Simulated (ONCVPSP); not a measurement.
**What one change does to a pseudopotential (ytterbium, ONCV)**

ytterbium, optimised norm-conserving Vanderbilt (ONCV), made with ONCVPSP 4.0.1 (PBE, fully relativistic). Core [Xe] 4f13, reference 5d1 6s2. Waves: 6s: rc 3.40 bohr, ncon 3, nbas 6, qcut 2 1/bohr, 2 projectors, debl 0.8 Ha; p scattering state at 0.16 Ha: rc 2.90 bohr, ncon 3, nbas 8, qcut 3.1 1/bohr, 2 projectors, debl 1 Ha; 5d: rc 2.45 bohr, ncon 5, nbas 8, qcut 4.4 1/bohr, 2 projectors, debl 3.8 Ha; f scattering state at 0.08 Ha: rc 3.65 bohr, ncon 4, nbas 7, qcut 3.4 1/bohr, 2 projectors, debl 0.6 Ha. Local part: polynomial inside 1.95 bohr (lpopt 5, dvloc0 3 Ha). Core correction: Teter function, fcfact 2.25, rcfact 1.2.

Open shells are filled in proportion to 2j + 1.

Change: core correction Teter function, fcfact 1.75, rcfact 1.45.

Cutoffs: the cutoffs (Ha) at which the residual kinetic energy of the hardest occupied pseudo-wave falls to 1 and 0.1 mHa per electron; they do not see the model core or the augmentation charge, which bear on the density cutoff. Errors are all-electron minus pseudo energies relative to the spin-unpolarised reference configuration.

What does the change do?

The potential gets neither clearly harder nor softer (9.6 Ha and 27 Ha → 9.6 Ha and 27 Ha); both files keep a bound ghost (f, p); of the 3 tests that both files solve, the error grows in 2 and shrinks in 1 by more than 15 % and 0.3 meV (median size 3.5 → 13.8 meV). A model core, the more so a compact one, raises the density cutoff, which this test does not measure.

| quantity | base | changed |
| --- | --- | --- |
| cutoff, loose | 9.6 Ha | 9.6 Ha |
| cutoff, tight | 27 Ha | 27 Ha |
| bound ghosts | p3/2, f7/2, f5/2 | p3/2, f7/2, f5/2 |
| GHOST(+) flags under 300 eV | s at 32.0 eV, p1/2 at 52.1 eV | s at 32.0 eV, p1/2 at 52.1 eV |
| tests counted as reliable (solved cleanly; for ONCVPSP, near-neutral configurations with less than one 5d electron left out) | 3 of 4 | 3 of 4 |
| error for 5d1 6s1, meV [ΔE 7.26 eV] | +3.5 | -15 |
| error for 5d1 6s0, meV [ΔE 20.36 eV] | +125 | -14 |
| error for 5d1 6s1.5, meV [ΔE 2.94 eV] | +0.5 | -2.7 |
| s: phases at 3.45 bohr within 0.05 rad from the reference energy up to (Ha; the scan ends near 5) | 1.1 | 1.1 |
| p3/2: phases at 2.94 bohr within 0.05 rad from the reference energy up to (Ha; the scan ends near 5) | 2.8 | 2.8 |
| p1/2: phases at 2.94 bohr within 0.05 rad from the reference energy up to (Ha; the scan ends near 5) | 1.7 | 1.7 |
| d5/2: phases at 2.49 bohr within 0.05 rad from the reference energy up to (Ha; the scan ends near 5) | to the end of the scan | to the end of the scan |
| d3/2: phases at 2.49 bohr within 0.05 rad from the reference energy up to (Ha; the scan ends near 5) | to the end of the scan | to the end of the scan |
| f7/2: phases at 3.71 bohr within 0.05 rad from the reference energy up to (Ha; the scan ends near 5) | 1.4 | 1.4 |
| f5/2: phases at 3.71 bohr within 0.05 rad from the reference energy up to (Ha; the scan ends near 5) | 1.4 | 1.4 |
| rms error of d²Exc/dni dnj with the model core, mHa | 9.70 | 8.94 |

Base: The cutoffs count occupied waves only; projector 2 of the p channel, the hardest unoccupied one, needs 30 Ha at the loose tolerance. Tests not counted: 5d0 6s2 (all-electron energy unsafe for a near-neutral lanthanide with less than one 5d electron, printed error +47 meV). Changed file: The cutoffs count occupied waves only; projector 2 of the p channel, the hardest unoccupied one, needs 30 Ha at the loose tolerance. Tests not counted: 5d0 6s2 (all-electron energy unsafe for a near-neutral lanthanide with less than one 5d electron, printed error +41 meV). A true bound ghost makes a file unfit for plane-wave use even where its test errors are small: the radial tests pick states by their node count and pass the ghost by.
